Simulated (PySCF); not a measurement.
Electrostatic solvation of a mixed set.

All values: PBE0/pcSseg-1 (PySCF, non-relativistic), each on one gas-phase PBE0-D3(BJ)/def2-SVP geometry that isn't relaxed in the solvent. The solvent is an IEF-PCM continuum (van der Waals radii × 1.2). Only the electrostatic response of the medium enters.

Question: Order them by E(solvent) − E(gas) in dichloromethane (ε = 8.93), most negative first (kcal/mol).
A. `[CH:1]#[C:2][CH2:3][C@@H:4]([CH3:5])[SiH2:6][O:7][SiH3:8]` with C2–C3–C4–C5 60°, C3–C4–Si6–O7 -60°, C4–Si6–O7–Si8 -70°
B. `[CH2:1]=[CH:2][Si:3]1([O:4][SiH3:5])[CH2:6][CH2:7][CH2:8]1` with C1–C2–Si3–O4 -133°, C2–Si3–O4–Si5 -172°, C2–Si3–C6–C7 94°, Si3–C6–C7–C8 23°, C6–C7–C8–Si3 -23°, C2–Si3–C8–C7 -93°
C. `[CH3:1][CH:2]([CH3:3])[Si@H:4]([OH:5])[C:6]#[C:7][SiH3:8]` with C1–C2–Si4–O5 -179°, C2–Si4–O5–H -89°
D. `[CH:1]#[C:2][SiH2:3][O:4][SiH2:5][CH:6]([CH3:7])[CH3:8]` with C2–Si3–O4–Si5 4°, Si3–O4–Si5–C6 28°, O4–Si5–C6–C7 180°

Answer: C (-4.1), A (-3.2), D (-2.6), B (-1.9).

```tsv
SMILES	charge	ΔE (kcal/mol)	polarisation term (kcal/mol)	HOMO shift (eV)	dipole gas (D)	dipole solvent (D)	atoms
CC(C)[Si@H](O)C#C[SiH3]	0	-4.1	-4.4	+0.05	1.56	1.89	20
C#CC[C@@H](C)[SiH2]O[SiH3]	0	-3.2	-3.4	-0.05	0.66	0.78	20
C#C[SiH2]O[SiH2]C(C)C	0	-2.6	-2.8	+0.07	1.72	2.12	20
C=C[Si]1(O[SiH3])CCC1	0	-1.9	-2.0	+0.07	0.59	0.77	20
```

The polarisation term is half the interaction of the solute with the induced surface charges.
